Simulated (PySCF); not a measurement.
Computed shifts of a molecule CH₅FN₂Si₂, PBE0/pcSseg-1 in PySCF, GIAO, gas phase, atoms alike by connectivity averaged where their shifts nearly agree, in ppm (number of nuclei): ¹⁹F: -158.1 (1). ²⁹Si: -11.9 (1), -29.4 (1). ¹³C: 211.0 (1). ¹⁵N: 499.2 (1), 43.5 (1). ¹H: 10.55 (1), 5.99 (1), 5.90 (1), 5.63 (1), 2.06 (1). References: ¹⁹F against CFCl3 (σ = 167.2 ppm); ²⁹Si against TMS (σ = 352.7 ppm); ¹³C against TMS (σ = 186.3 ppm); ¹⁵N against NH3 (σ = 267.4 ppm); ¹H against TMS (σ = 31.56 ppm), references at their B3LYP-D3(BJ)/def2-TZVP geometries, non-relativistic. Geometry optimised at PBE-D3(BJ)/def2-SVP. Other conformers were not sampled.

**Question.** Identify the compound among the candidates.
(A) F[Si@@H]1C=N[SiH2]N1
(B) F[Si@H]1N=C[SiH2]N1
(C) N[Si@]1(F)C=N[SiH2]1
(D) N[Si@@]1(F)N=C[SiH2]1

**Answer.** A, F[Si@@H]1C=N[SiH2]N1
